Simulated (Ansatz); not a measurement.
Two structures of SnH₇OF, closed shell, reached by relaxing down either side of one saddle point (PBE0-D4/def2-TZVP). Energies are electronic, without zero-point energy. Computed with Ansatz 0.2.0 (basis: def2-TZVPP and def2-QZVPP); correlated methods freeze the cores. Filled d shells of the heavier atoms are correlated. Core potentials replace the inner electrons of the atoms past krypton. The def2 sets are not built for correlating such inner shells, so the correlated values are less sure here. Extrapolation: Hartree–Fock as exp(−7.88 √X), correlation as X^−2.97. First:

```
10
angstrom
Sn -1.1230 1.2966 -0.5108
H -0.5136 -0.1968 -1.1006
H -2.1974 1.8611 -1.7176
H -1.9879 1.0317 0.9246
H 0.1471 2.4058 -0.3296
H 1.1899 -0.5768 1.1699
F 0.8882 0.1743 1.6658
H 0.8880 -1.5568 -0.6169
O 1.4785 -1.7783 0.1135
H 1.2301 -2.6606 0.4017
```

Second:

| atom | x (Å) | y (Å) | z (Å) |
| --- | --- | --- | --- |
| Sn1 | -0.7135 | 1.4650 | 0.5569 |
| H2 | 0.1950 | -2.4379 | -2.2548 |
| H3 | -1.0818 | 0.7085 | -0.9187 |
| H4 | -2.0346 | 2.3770 | 1.1427 |
| H5 | 0.7511 | 2.3117 | 0.6411 |
| H6 | 0.9263 | -0.8192 | 1.0822 |
| F7 | -0.6380 | 0.0560 | 1.9022 |
| H8 | -0.1067 | -1.7705 | -2.1078 |
| O9 | 1.4145 | -0.5799 | 0.2829 |
| H10 | 1.2877 | -1.3107 | -0.3266 |

Q: Which bonds change from the first to the second?

A: SnH₄ + H₂O + HF → SnH₃F ([F][SnH3]) + H₂O + H₂; bonds formed: Sn1–F7, H2–H8, H6–O9; bonds broken: Sn1–H2, H6–F7, H8–O9.

Q: Give the saddle point's structure and its height above each. (An estimate is asked for; the value comes from the calculation.)

A: By the calculation: 32.53 kcal/mol above the first and 36.43 kcal/mol above the second (CCSD(T) at an estimated basis limit (MP2 extrapolated from triple and quadruple zeta, plus CCSD(T) − MP2 in triple zeta)).
```json
{"atom": "Sn1", "x (Å)": "-0.8319", "y (Å)": "1.1793", "z (Å)": "-0.1472"}
{"atom": "H2", "x (Å)": "-0.2534", "y (Å)": "-0.4760", "z (Å)": "-1.0180"}
{"atom": "H3", "x (Å)": "-1.7342", "y (Å)": "1.2393", "z (Å)": "-1.6304"}
{"atom": "H4", "x (Å)": "-1.9936", "y (Å)": "1.0473", "z (Å)": "1.0884"}
{"atom": "H5", "x (Å)": "0.2423", "y (Å)": "2.4952", "z (Å)": "-0.2002"}
{"atom": "H6", "x (Å)": "1.1649", "y (Å)": "-0.8134", "z (Å)": "0.7820"}
{"atom": "F7", "x (Å)": "0.5306", "y (Å)": "0.3018", "z (Å)": "1.2634"}
{"atom": "H8", "x (Å)": "0.4339", "y (Å)": "-1.0180", "z (Å)": "-0.6340"}
{"atom": "O9", "x (Å)": "1.3669", "y (Å)": "-1.5536", "z (Å)": "0.0733"}
{"atom": "H10", "x (Å)": "1.0746", "y (Å)": "-2.4018", "z (Å)": "0.4228"}
```

The T1 diagnostic stays at or below 0.014.

Labels in which every atom is bracketed show which atoms are joined, not bond orders.

For scale, one of the runs: CCSD(T)/def2-TZVPP, 210 basis functions, launched by `ansatz run in.yaml --threads 4 --pin off --events-out ev --progress --plain --max-ram 9574MiB`. The run took 26 s on 4 CPU threads of an AMD EPYC 9R45 (shared host), with 3.4 GiB of host memory at its peak.
